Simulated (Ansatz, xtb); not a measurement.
# Isomers of C3H4BrN3 in order of energy

5 gas-phase structures of C3H4BrN3, from a drawn sample of its isomers (lower ones may exist). Each was relaxed with GFN2-xTB:

A. `Cn1cnnc1Br`, a singlet
B. `Cn1cnc(Br)n1`, a singlet
C. `Cc1[nH]nnc1Br`, a singlet
D. `Cn1nncc1Br`, a singlet
E. `Cc1nc(Br)n[nH]1`, a singlet

Which do you expect lowest at r2SCAN-D4/def2-SVP, and how would the others follow?

Calculated order at r2SCAN-D4/def2-SVP: E (0.000), B (0.287), A (0.707), C (0.815), D (1.073) eV.

Energies above the lowest of each column, in eV; the last columns are at B3LYP-D3(BJ)/def2-SVP geometries and were run for some of them only (a dash: not run or not comparable):

```csv
structure,GFN2-xTB,HF/STO-3G,r2SCAN-D4/def2-SVP,B3LYP-D3(BJ)/def2-SVP,CCSD(T)/def2-SVP + ΔMP2/def2-TZVPP
E,0.001,0.000,0.000,0.000,0.000
B,0.000,0.208,0.287,0.260,0.270
A,0.206,0.460,0.707,0.632,0.606
C,0.792,0.669,0.815,0.798,–
D,0.736,0.838,1.073,–,–
```

Every level run on E puts it lowest or level with the lowest. Frequencies (GFN2-xTB) were run for A, B, E alone. ΔMP2 is the change of the MP2 energy from the smaller to the larger basis.

Over these structures GFN2-xTB departs from r2SCAN-D4/def2-SVP by 0.175 eV on average once a common shift is removed. A GFN2-xTB relaxation took about 0.054 s and the r2SCAN-D4/def2-SVP energy about 1.7 s on a shared host (Ansatz 0.2.0, xtb 6.7.1).
